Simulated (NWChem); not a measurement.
A series in which one site is exchanged, each optimised at PBE0/def2-SVP with NWChem, gas phase unless a solvent is named. All stand in one matching conformer (torsions within 35°), which need not be the lowest. This build's default masses of Se (78.918 u) and Br (79.917 u) are each other's, which moves their modes by up to 0.6 %. Some are not confirmed as minima by frequencies. def2 effective core potentials on Cd; no spin-orbit coupling.

A: [NH2][Cd][Cl] (CdNH$_{2}$Cl; site = Cd)
B: Cl[Se]N (NH$_{2}$SeCl; site = Se)
C: [NH2][Zn][Cl] (ZnNH$_{2}$Cl; site = Zn)
D: [Mg]([NH2])[Cl] (MgNH₂Cl; site = Mg)

Question: Rank them by vertical ionisation energy, ΔSCF, CAM-B3LYP/def2-SVP (eV), lowest first.

Answer: B (9.12), D (9.18), A (9.44), C (9.52)
